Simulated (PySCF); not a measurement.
Match the calculated data to a structure.

All candidates are C2H16Si5.

| technique | computed result |
| --- | --- |
| 1H NMR | chemical shifts (computed TMS as zero) by class: 4.35 (1 H), 4.17 (1 H), 4.08 (1 H), 4.02 (3 H), 4.02 (3 H), 3.51 (3 H), 0.04 (1 H), -0.05 (1 H), -0.38 (1 H), -0.39 (1 H) ppm [GIAO PBE0/pcSseg-1] |
| NMR, other nuclei | isotropic shieldings of nuclei other than C and H, by class: 415 (1 Si), 420 (1 Si), 422 (1 Si), 433 (1 Si), 468 (1 Si) ppm [GIAO PBE0/pcSseg-1] |
| Dipole | 0.67 D [PBE0/pcSseg-1] |
| Rotational structure | rotational constants A, B, C: 1.283, 0.431, 0.378 GHz [GFN2-xTB] |
| 13C NMR | chemical shifts (computed TMS as zero) by class: -14.0 (1 C), -14.9 (1 C) ppm [GIAO PBE0/pcSseg-1] |

Gas-phase values; electronic properties from PySCF, density fitting. Levels stand in brackets. Isolated species at its GFN2-xTB geometry (one conformer only). NMR values are class means; diastereotopic atoms form classes of their own.

Question: Which candidate is it?
A. `C[SiH](C)[Si]([SiH3])([SiH3])[SiH3]`
B. `[SiH3]C[SiH2][Si@@H]([SiH3])C[SiH3]`
C. `C[Si@@H](C[SiH3])[SiH]([SiH3])[SiH3]`

Answer: B. It is `[SiH3]C[SiH2][Si@@H]([SiH3])C[SiH3]`. Numbering: `[SiH3:1][CH2:2][SiH2:3][Si@@H:4]([SiH3:5])[CH2:6][SiH3:7]`. Its formula, C2H16Si5, gives 0 degrees of unsaturation, so no ring and no π bond. 2 carbons fall into 2 classes; from least to most shielded: sp3 carbon bound to silicon [C6] (-14.0 ppm), sp3 carbon bound to silicon [C2] (-14.9 ppm). Hydrogen classes from least to most shielded: 1 H on an SiH2 silicon, Si3 (4.35 ppm), 1 H on an SiH silicon, Si4 (4.17 ppm), 1 H on an SiH2 silicon, Si3 (4.08 ppm), 3 H on an SiH3 silicon, Si1 (4.02 ppm), 3 H on an SiH3 silicon, Si7 (4.02 ppm), 3 H on an SiH3 silicon, Si5 (3.51 ppm), 1 H on an sp3 carbon bound to silicon, C2 (0.04 ppm), 1 H on an sp3 carbon bound to silicon, C6 (-0.05 ppm), 1 H on an sp3 carbon bound to silicon, C6 (-0.38 ppm), 1 H on an sp3 carbon bound to silicon, C2 (-0.39 ppm). The other shieldings belong to: 415 ppm, SiH2 silicon [Si3]; 420 ppm, SiH3 silicon [Si7]; 422 ppm, SiH3 silicon [Si1]; 433 ppm, SiH silicon [Si4]; 468 ppm, SiH3 silicon [Si5]. The optimised geometry has point group C1 and is an asymmetric top.

The others, at the same levels:
- `C[Si@@H](C[SiH3])[SiH]([SiH3])[SiH3]` fails: its computed 13C shifts are -3.4 (1 C), -6.7 (1 C) ppm, 1H shifts are 4.75 (1 H), 3.98 (3 H), 3.61 (3 H), 3.55 (3 H), 3.19 (1 H), 0.21 (3 H), 0.11 (1 H), -0.03 (1 H) ppm and rotational constant A is 1.200 GHz (against 1.283 GHz).
- `C[SiH](C)[Si]([SiH3])([SiH3])[SiH3]` fails: it has 1 carbon class against 2; its computed 13C shifts are -2.6 (2 C) ppm, 1H shifts are 4.58 (1 H), 3.60 (9 H), 0.24 (6 H) ppm and rotational constant A is 0.883 GHz (against 1.283 GHz).

Each candidate is one conformer, not necessarily the lowest. The conformers computed, where there is a choice (atom-mapped SMILES and torsion angles):
- `[SiH3:1][CH2:2][SiH2:3][Si@@H:4]([SiH3:5])[CH2:6][SiH3:7]`: Si1–C2–Si3–Si4 71°, C2–Si3–Si4–Si5 83°, Si3–Si4–C6–Si7 172°
- `[CH3:1][Si@@H:2]([CH2:3][SiH3:4])[SiH:5]([SiH3:6])[SiH3:7]`: C1–Si2–C3–Si4 64°, C1–Si2–Si5–Si6 -34°
- `[CH3:1][SiH:2]([CH3:3])[Si:4]([SiH3:5])([SiH3:6])[SiH3:7]`: C1–Si2–Si4–Si5 60°
